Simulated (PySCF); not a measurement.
**Ionisation energy of Au²⁺ by level of theory**

Au²⁺ [Xe] 4f14 5d9 (2D) → Au³⁺ [Xe] 4f14 5d8 (3F), as a difference of total energies. Computed with PySCF 2.14 in def2-TZVPPD with the def2 core potential (60 electrons), with a scalar-relativistic core potential. Correlated levels: valence and next inner shell: nothing frozen outside the core potential. The calculations carry no spin-orbit coupling.

| method | ionisation energy (eV) |
| --- | --- |
| UHF | 30.900 |
| MP2 (valence and next inner shell) | 32.635 |
| SCS-MP2 (valence and next inner shell) | 32.435 |
| CCSD (valence and next inner shell) | 32.365 |
| CCSD(T) (valence and next inner shell) | 32.451 |

Q: How much does correlation contribute at CCSD(T) (valence and next inner shell)?

A: 32.451 − (30.900) = 1.551 eV, measured against UHF.

The reference lies between the lowest fine-structure levels, while these numbers refer to the centres of the terms.

Errors of the correlated levels include the incompleteness of this basis.

For comparison: 30 ± 1.6 eV (theoretical estimate listed by NIST; NIST Atomic Spectra Database, ionization energies).
